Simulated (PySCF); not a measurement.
**Telling isomers of C$_{8}$H$_{10}$N$_{2}$ apart by NMR**

One computed conformer, relativity neglected, gas phase, rapidly exchanging positions averaged. Structure optimised with PBE0-D3(BJ)/def2-SVP; GIAO PBE0/pcSseg-1 shieldings; PySCF 2.14.0 with density-fitted response routines.

Chemical shifts δ = σref − σ; ¹H (31.27 ppm) and ¹³C (184.41 ppm) vs TMS, all at this level. Where no couplings were computed, multiplicities follow the n + 1 count of equivalent neighbours, and m marks all less simple cases (inequivalent or close neighbours, rings, F or P nearby). Shifts are as computed. Against solution values, carbons near 30 ppm lie about +2 ppm off and those near 130 ppm about +5 ppm (rms about the fit 1.9 ppm; single classes can miss by 10 ppm). Of 1328 compounds with measured shifts, 309 miss one by over three times the rms of a fit or turn the order of signals round; such compounds aren't used in these exercises. Signals without a measured value on file couldn't be tested in this way; 1H shifts scatter by 0.2 ppm about their fit, and single ones miss by 0.5 ppm. OH and NH positions are gas-phase values without hydrogen bonding to other molecules.

(1) Tabulate the signals of `N#C[C@H]1CC[C@H](C#N)CC1`, `C=Cc1cn[nH]c1C1CC1` and their relative energies.

(2) What is the quickest way to tell N#C[C@H]1CC[C@H](C#N)CC1 from C=Cc1cn[nH]c1C1CC1?

Results:

(1) 
| SMILES | carbon types | δC | δH | E rel. (kcal/mol) |
| --- | --- | --- | --- | --- |
| N#C[C@H]1CC[C@H](C#N)CC1 | 2×C 2×CH 4×CH2 | 126.7, 27.1, 26.9 | 2.53 (m, 2H), 1.93 (m, 4H), 1.66 (m, 4H) | 0.0 |
| C=Cc1cn[nH]c1C1CC1 | 2×C 3×CH 3×CH2 | 143.5, 140.1, 133.8, 124.3, 116.0, 6.2, 5.8 | 8.71 (br s, 1H), 7.69 (s, 1H), 6.82 (m, 1H), 5.76 (m, 1H), 5.33 (m, 1H), 1.64 (m, 1H), 0.83 (m, 2H), 0.53 (m, 2H) | 28.8 |

Energies are electronic energies at PBE0/pcSseg-1 on these geometries, without zero-point or thermal terms, each for the one conformer computed, which needn't be the lowest.

(2) Count the carbon signals: 3 against 7. The first has an sp3 CH α to a nitrile at 27.1 ppm, the second an aromatic CH next to a ring nitrogen at 140.1 ppm. Their most deshielded carbons lie at 126.7 and 143.5 ppm. In the proton spectra the most deshielded non-exchanging signals are 2.53 (m, 2H) and 7.69 (s, 1H).
